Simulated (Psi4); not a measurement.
WNH2SClO (SMILES [NH2][W](=[O])(=[S])[Cl]): entropy by statistical mechanics

A singlet with charge 0, relaxed at PBE0-D4/def2-TZVP (density fitting, core potential) (Psi4 1.11):

```xyz
7

N    -0.5430    0.7020    0.8276
W     0.4315   -0.3522   -0.4468
O     1.5964   -1.2308    0.4146
S    -0.9396   -1.6601   -1.4217
Cl    1.4654    0.9741   -1.9703
H    -1.5263    0.9195    0.7565
H    -0.1727    0.9277    1.7400
```

Harmonic wavenumbers in cm⁻¹: 145, 159, 195, 230, 266, 388, 412, 532, 561, 682, 730, 1036, 1543, 3571, 3674.

Masses in u: N 14.007, W 183.84, O 15.999, S 32.06, Cl 35.45, H 1.008. Take T = 298.15 K, p = 1 bar, R = 8.3145 J/(mol K), kT/hc = 207.22 cm⁻¹, rigid rotor and harmonic oscillator.

Work out S° at 298 K.


1. Translation (Sackur–Tetrode): S = R[3/2 ln M + 5/2 ln T − 1.1517] with M = 283.372 gives 179.3 J/(mol K).
2. Rotation: principal moments 206.414, 294.124, 359.920 u Å² give A, B, C = 0.0817, 0.0573, 0.0468 cm⁻¹; the symmetry number is σ = 1; q = (√π/σ)√((kT/hc)³/ABC) = 357200; S = R(ln q + 3/2) = 118.8.
3. Vibration: with u = ν̃/207.22, each mode gives R[u/(eᵘ − 1) − ln(1 − e⁻ᵘ)]; the sum is 61.5, most from 145 cm⁻¹ (11.5), 159 cm⁻¹ (10.7), 195 cm⁻¹ (9.1).
4. Electronic: R ln 1 = 0.0, from the spin multiplicity alone.
5. Sum: 179.3 + 118.8 + 61.5 + 0.0 = 359.6 J/(mol K).

No measured value is set beside it here. Where a soft mode is a torsion, a harmonic oscillator describes it poorly.
